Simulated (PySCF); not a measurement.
# Ne⁺: ionisation energy

Ne⁺ [He] 2s2 2p5 (2P) → Ne²⁺ [He] 2s2 2p4 (3P), as a difference of total energies. All numbers are calculated (PySCF 2.14, the spin-free X2C one-electron Hamiltonian (Gaussian nucleus), in dyall-acv3z (15s9p4d2f, 76 functions)). Correlated levels: valence and next inner shell: nothing frozen; virtual orbitals above 40 to 60 times the deepest correlated orbital energy dropped. The calculations carry no spin-orbit coupling.

```csv
method,ionisation energy (eV),error (eV)
UHF,39.254,-1.709
MP2 (valence and next inner shell),40.799,-0.164
SCS-MP2 (valence and next inner shell),40.784,-0.179
CCSD (valence and next inner shell),40.726,-0.237
CCSD(T) (valence and next inner shell),40.761,-0.202
```

Reference: 40.963 eV (measured; NIST Atomic Spectra Database, ionization energies).

Errors of the correlated levels include the incompleteness of this basis.
